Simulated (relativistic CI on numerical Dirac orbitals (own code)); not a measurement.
**Crystal-field levels of Cr2+, 3d4**

Calculated by Dirac-Coulomb-Breit CI, separate exchange-only KLI orbitals for each configuration, model QED (radiative potential, 1s self-energy scaled to tabulated hydrogen-like ionisation energies), valence Slater integrals scaled by 0.75, one configuration in a parametric crystal field (own radial code).

Field parameters in Wybourne normalisation: D3d B²₀ = −7Dσ, B⁴₀ = −14Dq − 21Dτ, B⁴₃ = −14√(10/7) Dq. The field is a parameter set, without covalency.

S is read from ⟨S²⟩ = S(S + 1).

Levels (cm⁻¹, degeneracy): 0 (1), 8 (2), 2886 (1), 2889 (1), 2987 (2), 3101 (2), 3461 (1), 3467 (1), 3491 (2), 3539 (2), 3577 (2), 3578 (1).

Question: Which field gives this pattern?
A. D3d, 10Dq = 18650, Dσ = -1200, Dτ = 110 cm⁻¹
B. D3d, 10Dq = 18650, Dσ = -550, Dτ = 110 cm⁻¹
C. D3d, 10Dq = 18650, Dσ = 980, Dτ = 110 cm⁻¹
D. D3d, 10Dq = 18650, Dσ = -760, Dτ = 110 cm⁻¹

Answer: C. D3d, 10Dq = 18650, Dσ = 980, Dτ = 110 cm⁻¹, ground level with S = 1.01.
